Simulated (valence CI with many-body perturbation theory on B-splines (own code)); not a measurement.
**E1 transitions of N III**

Calculated by configuration interaction combined with many-body perturbation theory (CI+MBPT): three valence electrons over a frozen Dirac-Fock core [He], radial functions for each j: 11 s, 11 p, 10 d, 8 f, 5 g, 2 h, with the one-electron correlation potential Σ1 (screened to all orders), the two-electron term Σ2, the three-electron term Σ3, Breit, model QED; selected single and double excitations, second order for the rest, scaled by the run's own slope (own B-spline code, finite nucleus).

Set against measurement, 67 paired levels are off by 82 cm⁻¹ on average, the worst by 204. These come from a selection out of Moore, Selected Tables of Atomic Spectra, NSRDS-NBS 3, section 5. Levels without a partner in it may be off by more.

Lines 51 to 100 of 577 in falling wavelength, among levels below 44.733 eV, chosen from the strongest by gf and those to the six lowest levels. Wavelengths and rates use the calculated energies, so an error of 80 cm⁻¹ moves a line at 8446 Å by 0.68 % and its rate by three times that or more. Electric multipoles are in the length gauge, E1 and E2 with the static RPA response of the core. Weak lines are less certain than strong ones. Lines between different terms over intervals too small for the method are left out, as are lines whose strength nearly cancels. Where a level lies close to another of its J and parity, the split of strength between their lines is uncertain. The highest levels of a list are the least certain.

Names give the largest LS component (configuration and term), which can be under half, so a name can repeat, a term be missing and a line seem to break the LS rules; names also repeat where a configuration has a term twice. Letters in brackets count levels of one name in rising energy.

| λ vac (Å) | λ from measured levels | Upper | Lower | A (s⁻¹) | S (a.u.) |
| --- | --- | --- | --- | --- | --- |
| 8446 | 8427 | 2s.2p.3p 2P_1/2 | 2s.2p.3s 2P°_3/2 [a] | 3.03e+06 | 1.80e+00 |
| 8430 |  | 2s2.6f 2F°_5/2 | 2s2.5g 2G_7/2 | 1.23e+06 | 2.17e+00 |
| 8430 |  | 2s2.6f 2F°_7/2 | 2s2.5g 2G_9/2 | 1.19e+06 | 2.82e+00 |
| 8407 | 8389 | 2s.2p.3p 2P_3/2 | 2s.2p.3s 2P°_3/2 [a] | 7.73e+06 | 9.07e+00 |
| 8365 | 8347 | 2s.2p.3p 2P_1/2 | 2s.2p.3s 2P°_1/2 [a] | 6.32e+06 | 3.65e+00 |
| 8328 | 8310 | 2s.2p.3p 2P_3/2 | 2s.2p.3s 2P°_1/2 [a] | 1.63e+06 | 1.86e+00 |
| 8250 |  | 2s2.6h 2H°_11/2 | 2s2.5g 2G_9/2 | 1.34e+08 | 4.44e+02 |
| 8250 |  | 2s2.6h 2H°_9/2 | 2s2.5g 2G_7/2 | 1.31e+08 | 3.62e+02 |
| 8250 |  | 2s2.6h 2H°_9/2 | 2s2.5g 2G_9/2 | 2.97e+06 | 8.23e+00 |
| 8060 |  | 2s2.6g 2G_9/2 | 2s2.5f 2F°_7/2 | 8.87e+07 | 2.29e+02 |
| 8060 |  | 2s2.6g 2G_7/2 | 2s2.5f 2F°_7/2 | 3.17e+06 | 6.55e+00 |
| 8060 |  | 2s2.6g 2G_7/2 | 2s2.5f 2F°_5/2 | 8.56e+07 | 1.77e+02 |
| 7664 |  | 2s2.6f 2F°_5/2 | 2s2.5d 2D_5/2 | 3.67e+06 | 4.89e+00 |
| 7664 |  | 2s2.6f 2F°_7/2 | 2s2.5d 2D_5/2 | 5.50e+07 | 9.78e+01 |
| 7664 |  | 2s2.6f 2F°_5/2 | 2s2.5d 2D_3/2 | 5.14e+07 | 6.85e+01 |
| 7427 |  | 2s.2p.3d 2D°_3/2 | 2s.2p.3p 2D_5/2 | 3.40e+05 | 2.75e-01 |
| 7412 |  | 2s.2p.3d 2D°_5/2 | 2s.2p.3p 2D_5/2 | 3.26e+06 | 3.93e+00 |
| 7378 |  | 2s.2p.3d 2D°_3/2 | 2s.2p.3p 2D_3/2 | 3.21e+06 | 2.54e+00 |
| 7364 |  | 2s.2p.3d 2D°_5/2 | 2s.2p.3p 2D_3/2 | 2.63e+05 | 3.10e-01 |
| 6549 |  | 2s2.6g 2G_9/2 | 2s.2p.3d 2F°_7/2 | 2.47e+05 | 3.42e-01 |
| 6502 |  | 2s2.6g 2G_7/2 | 2s.2p.3d 2F°_5/2 | 2.04e+05 | 2.21e-01 |
| 6479 | 6490 | 2s.2p.3d 4D°_3/2 | 2s.2p.3p 4P_5/2 | 9.66e+05 | 5.18e-01 |
| 6470 | 6481 | 2s.2p.3d 4D°_5/2 | 2s.2p.3p 4P_5/2 | 5.95e+06 | 4.77e+00 |
| 6467 | 6518 | 2s.2p.3p 2S_1/2 | 2s2.4p 2P°_3/2 | 1.07e+07 | 2.85e+00 |
| 6460 | 6470 | 2s.2p.3d 4D°_1/2 | 2s.2p.3p 4P_3/2 | 3.36e+06 | 8.94e-01 |
| 6458 | 6469 | 2s.2p.3d 4D°_7/2 | 2s.2p.3p 4P_5/2 | 2.06e+07 | 2.19e+01 |
| 6456 | 6507 | 2s.2p.3p 2S_1/2 | 2s2.4p 2P°_1/2 | 5.30e+06 | 1.41e+00 |
| 6454 | 6465 | 2s.2p.3d 4D°_3/2 | 2s.2p.3p 4P_3/2 | 1.09e+07 | 5.80e+00 |
| 6445 | 6456 | 2s.2p.3d 4D°_5/2 | 2s.2p.3p 4P_3/2 | 1.47e+07 | 1.17e+01 |
| 6442 |  | 2s.2p.3d 4D°_1/2 | 2s.2p.3p 4P_1/2 | 1.75e+07 | 4.61e+00 |
| 6437 |  | 2s.2p.3d 4D°_3/2 | 2s.2p.3p 4P_1/2 | 8.86e+06 | 4.66e+00 |
| 6407 | 6397 | 2s.2p.3d 2P°_3/2 | 2s.2p.3p 2S_1/2 | 2.01e+07 | 1.05e+01 |
| 6378 | 6368 | 2s.2p.3d 2P°_1/2 | 2s.2p.3p 2S_1/2 | 2.05e+07 | 5.26e+00 |
| 6108 |  | 2s2.6d 2D_3/2 | 2s2.5p 2P°_3/2 | 2.14e+06 | 9.63e-01 |
| 6108 |  | 2s2.6d 2D_5/2 | 2s2.5p 2P°_3/2 | 1.28e+07 | 8.66e+00 |
| 6105 |  | 2s2.6d 2D_3/2 | 2s2.5p 2P°_1/2 | 1.07e+07 | 4.79e+00 |
| 5958 |  | 2s.2p.3d 2D°_3/2 | 2s2.4d 2D_5/2 | 1.73e+05 | 7.23e-02 |
| 5948 |  | 2s.2p.3d 2D°_5/2 | 2s2.4d 2D_5/2 | 1.63e+06 | 1.02e+00 |
| 5947 |  | 2s.2p.3d 2D°_3/2 | 2s2.4d 2D_3/2 | 1.72e+06 | 7.15e-01 |
| 5937 |  | 2s.2p.3d 2D°_5/2 | 2s2.4d 2D_3/2 | 1.39e+05 | 8.60e-02 |
| 5869 | 5850 | 2s2.5p 2P°_3/2 | 2s.2p.3p 2D_5/2 | 1.75e+07 | 7.00e+00 |
| 5842 | 5822 | 2s2.5p 2P°_1/2 | 2s.2p.3p 2D_3/2 | 2.04e+07 | 4.01e+00 |
| 5839 | 5819 | 2s2.5p 2P°_3/2 | 2s.2p.3p 2D_3/2 | 2.04e+06 | 8.03e-01 |
| 5554 |  | 2s2.6p 2P°_1/2 | 2s2.5s 2S_1/2 | 5.24e+06 | 8.86e-01 |
| 5552 |  | 2s2.6p 2P°_3/2 | 2s2.5s 2S_1/2 | 5.20e+06 | 1.76e+00 |
| 5338 | 5354 | 2s.2p.3d 2F°_5/2 | 2s.2p.3p 2D_5/2 | 3.39e+06 | 1.53e+00 |
| 5313 | 5329 | 2s.2p.3d 2F°_5/2 | 2s.2p.3p 2D_3/2 | 4.59e+07 | 2.04e+01 |
| 5307 | 5322 | 2s.2p.3d 2F°_7/2 | 2s.2p.3p 2D_5/2 | 5.04e+07 | 2.97e+01 |
| 5305 | 5316 | 2s.2p.3d 4P°_5/2 | 2s.2p.3p 4P_5/2 | 1.15e+07 | 5.08e+00 |
| 5303 |  | 2s2.7p 2P°_1/2 | 2s2.5d 2D_3/2 | 1.29e+07 | 1.90e+00 |
